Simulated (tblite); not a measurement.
Compound: C5H5F4NO.
SMILES: `O=C1C[C@@](F)(C(F)(F)F)CN1`

Computed with GFN2-xTB (tblite): harmonic, unscaled wavenumbers at the GFN2-xTB geometry, gas phase. Against measured fundamentals such values can be off by several per cent, at times by over 20.

Harmonic wavenumbers (cm⁻¹): 29.9, 52.7, 126.5, 170.7, 187.6, 303.0, 322.4, 338.0, 390.1, 428.0, 467.7, 474.3, 519.5, 536.8, 557.3, 641.1, 678.8, 796.8, 863.3, 896.2, 928.0, 1020.2, 1053.3, 1068.9, 1083.2, 1101.7, 1133.0, 1147.0, 1174.1, 1214.4, 1231.7, 1253.8, 1288.7, 1380.7, 1415.1, 1459.8, 1819.4, 2917.2, 2955.5, 3004.5, 3019.5, 3482.0.

A = 2070, B = 765.9, C = 748.4 MHz; mass 171.031 u (most abundant isotopes); point group C1, symmetry number 1.

Q: Zero-point energy?

A: ½Σν̃ = 22466 cm⁻¹ = 64.23 kcal/mol.

Q: What is S at 273.15 K and 1 bar for an ideal gas of classical rigid rotors and harmonic oscillators?

A: Translation 40.91, rotation 29.72, vibration 26.66: S = 97.3 cal/(mol K).

Q: And Cp and H(273.15 K) − H(0)?

A: Cp = 36.28 cal/(mol K), of which vibrations give 28.33 (their classical limit is 42 R = 83.5); H(273.15 K) − H(0) = 5.97 kcal/mol without the zero-point energy, 3.80 from vibrations.

Q: Which modes carry the vibrational entropy at 273.15 K?

A: 29.9 cm⁻¹: 5.66; 52.7 cm⁻¹: 4.54; 126.5 cm⁻¹: 2.83; 170.7 cm⁻¹: 2.26; 187.6 cm⁻¹: 2.09; 303.0 cm⁻¹: 1.26 cal/(mol K); the other 36 give 8.02 together.

Q: What must be added to the electronic energy to get the Gibbs energy at 273.15 K and 1 bar?

A: ZPE + [H(273.15 K) − H(0)] − T·S = 64.23 + 5.97 − 26.58 = 43.62 kcal/mol.

Q: Blend soft modes into free rotors: weight 1/[1 + (100 cm⁻¹/ν̃)⁴] for the oscillator and the rest for a rotor with moment μB/(μ + B), μ = h/(8π²ν), B = 10⁻⁴⁴ kg m². What vibrational entropy results?

A: 23.86 cal/(mol K) in place of 26.66, which changes −T·S at 273.15 K by +0.76 kcal/mol.

Hindered rotation and anharmonicity are outside this model. The structure is chiral; the term R ln 2 for an equal mix with its mirror image is left out.
